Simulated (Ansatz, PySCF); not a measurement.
This PySCF input computes a PBE/def2-TZVPD energy:

```python
from pyscf import gto, scf, dft

mol = gto.M(
    atom='''
    C    -1.75773085   -0.10134345    0.05558461
    C    -0.74252211   -1.22251470    0.05791304
    C     0.56677545   -0.84964834    0.00782957
    C     1.06008694    0.49517278   -0.04619186
    N     1.44093606    1.59274886   -0.08962976
    H    -1.37583168    0.93737169    0.01383326
    H    -2.44356205   -0.23660060   -0.79067201
    H    -2.39151303   -0.18586039    0.94776521
    H     1.36469773   -1.59415053    0.00566966
    ''',
    basis='def2-tzvpd',
    charge=-1,
    spin=0,
    verbose=4,
)

mf = dft.RKS(mol, xc='pbe').density_fit(auxbasis='def2-universal-jkfit')
mf.grids.level = 3
mf.conv_tol = 1e-9
mf.max_cycle = 100
mf.max_memory = 1500
mf.kernel()
if not mf.converged:
    mf = mf.newton()
    mf.kernel(mf.make_rdm1())
mf.analyze()
```

Write an input for the same energy in Ansatz (an electronic-structure program) and say what it gives.


Ansatz 0.2 input:
```yaml
crystal:
  periodic: [false, false, false]
  atoms:
    - {symbol: C, position_ang: [-1.75773085, -0.10134345, 0.05558461]}
    - {symbol: C, position_ang: [-0.74252211, -1.22251470, 0.05791304]}
    - {symbol: C, position_ang: [0.56677545, -0.84964834, 0.00782957]}
    - {symbol: C, position_ang: [1.06008694, 0.49517278, -0.04619186]}
    - {symbol: N, position_ang: [1.44093606, 1.59274886, -0.08962976]}
    - {symbol: H, position_ang: [-1.37583168, 0.93737169, 0.01383326]}
    - {symbol: H, position_ang: [-2.44356205, -0.23660060, -0.79067201]}
    - {symbol: H, position_ang: [-2.39151303, -0.18586039, 0.94776521]}
    - {symbol: H, position_ang: [1.36469773, -1.59415053, 0.00566966]}
basis:
  gaussian:
    orbitals: def2-TZVPD
hamiltonian:
  xc: {name: PBE}
total_charge: -1
output: {forces: true}
```
It gives -209.33778 Eh, and PySCF -209.33786 Eh, a difference of 0.08 mEh, from the treatment of integrals and grids.

It need not be the lowest isomer of its formula. Whether it binds its extra electron was not tested at this geometry.
